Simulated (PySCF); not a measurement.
An equivalent PySCF input for P(2+) (phosphorus, charge +2), [Ne] 3s2 3p1, 2P determinant, with the non-relativistic Hamiltonian (point nucleus):

```python
from pyscf import gto, scf, dft, mp, cc
import basis_set_exchange as bse
mol = gto.M(atom="P 0 0 0", charge=2, spin=1, symmetry="D2h",
            basis=gto.basis.parse(bse.get_basis("pcseg-2", elements=["P"], fmt="nwchem", header=False)))
mf = dft.UKS(mol, xc="B3LYP")
mf.irrep_nelec = {'Ag': (3, 3), 'B1u': (1, 1), 'B2u': (2, 1), 'B3u': (1, 1)}
mf.kernel()
```

It reaches the same state as the run whose output follows, with an energy that differs only through the grid. The run itself started from symmetry-adapted Hartree-Fock orbitals and held the occupation by maximum overlap, on a logarithmic radial grid, so the iterations belong to that start.

```
SCF conv_tol = 1e-09
number electrons alpha = 7  beta = 6
XC functionals = B3LYP
    P. J. Stephens, F. J. Devlin, C. F. Chabalowski, and M. J. Frisch.,  J. Phys. Chem. 98, 11623 (1994)
cycle= 1 E= -340.181406075286  delta_E= -0.00478  |g|= 0.0207  |ddm|= 0.107
cycle= 2 E= -340.181507285309  delta_E= -0.000101  |g|= 0.00493  |ddm|= 0.0137
cycle= 3 E= -340.181512403166  delta_E= -5.12e-06  |g|= 0.000623  |ddm|= 0.00344
cycle= 4 E= -340.181512761837  delta_E= -3.59e-07  |g|= 3.9e-05  |ddm|= 0.000937
cycle= 5 E= -340.181512762254  delta_E= -4.16e-10  |g|= 5.45e-07  |ddm|= 5.76e-05
converged SCF energy = -340.181512762254  <S^2> = 0.75363046  2S+1 = 2.0036272
```
